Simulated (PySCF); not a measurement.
C₃H₆GeO, SMILES C[C]1=C[O][GeH2]1.

Geometry: PBE-D3(BJ)/def2-SVP. This is a generated structure with no PubChem entry under its InChIKey; it may be hypothetical.

These are M06-2X/def2-TZVP (PySCF) values and carry that method's errors.

Symmetry labels are those of the subgroup Cs that the program uses (full group Cs).

Computed valence orbital energies around the gap with their symmetry:
| orbital | symmetry | energy (eV) |
|---|---|---|
| HOMO−7 | A' | -13.72 |
| HOMO−6 | A" | -13.36 |
| HOMO−5 | A" | -12.47 |
| HOMO−4 | A' | -12.37 |
| HOMO−3 | A" | -10.76 |
| HOMO−2 | A' | -10.48 |
| HOMO−1 | A' | -9.47 |
| HOMO | A" | -7.47 |
| LUMO | A' | 0.20 |
| LUMO+1 | A" | 1.21 |
| LUMO+2 | A' | 1.81 |
| LUMO+3 | A' | 2.32 |
